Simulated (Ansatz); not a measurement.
Species: C$_{3}$H$_{3}$N$_{2}$, charge 0, multiplicity 2. It need not be the lowest isomer of its formula. SMILES: [c]1cn[nH]c1
Structure (B3LYP-D3(BJ)/def2-TZVP (Ansatz, a program for electronic structure) minimum search):
```xyz
8

C      0.2122    -1.1759     0.2878
C      1.1826    -0.2068     0.0185
N      0.5801     0.9516    -0.2540
N     -0.7387     0.7028    -0.1548
C     -1.0180    -0.5844     0.1746
H      2.2563    -0.2783     0.0062
H     -1.3854     1.4538    -0.3243
H     -2.0211    -0.9533     0.2949
```
Charge 0, spin multiplicity 2.

Quantity: atomisation energy (electronic, to ground-state atoms), in kcal/mol. Valence correlation only, unless marked. UHF or UKS for open shells. No spin-orbit coupling. Non-relativistic. The coupled-cluster limit lacks core correlation, which all-electron functionals hold. CBS marks a two-point X^-3 extrapolation of the correlation energy; Hartree-Fock from the larger set (for Q and 5 zeta extrapolated as (X+1)exp(-9√X)).

```json
[
 {"level": "HF/cc-pVDZ", "program": "Ansatz", "atomisation energy (kcal/mol)": "512.4"},
 {"level": "r2SCAN0/def2-TZVPD", "program": "Ansatz", "atomisation energy (kcal/mol)": "797.6"},
 {"level": "wB97M-V/def2-TZVPD", "program": "Ansatz", "atomisation energy (kcal/mol)": "817.4"},
 {"level": "MP2/STO-3G", "program": "Ansatz", "atomisation energy (kcal/mol)": "679.6"},
 {"level": "MP2/6-31G*", "program": "Ansatz", "atomisation energy (kcal/mol)": "746.2"},
 {"level": "MP2/CBS(cc-pVQZ,cc-pV5Z)", "program": "Ansatz", "atomisation energy (kcal/mol)": "827.9"},
 {"level": "SCS-MP2/STO-3G", "program": "Ansatz", "atomisation energy (kcal/mol)": "678.3"},
 {"level": "CCSD/cc-pVDZ", "program": "Ansatz", "atomisation energy (kcal/mol)": "713.0"},
 {"level": "CCSD(T)/CBS(cc-pVTZ,cc-pVQZ)", "program": "Ansatz", "atomisation energy (kcal/mol)": "808.1"},
 {"level": "CCSD(T)/CBS(cc-pVQZ,cc-pV5Z)", "program": "Ansatz", "atomisation energy (kcal/mol)": "808.1"}
]
```

The UHF reference is spin-contaminated (<S^2> 0.27 over the pure value in the largest basis).
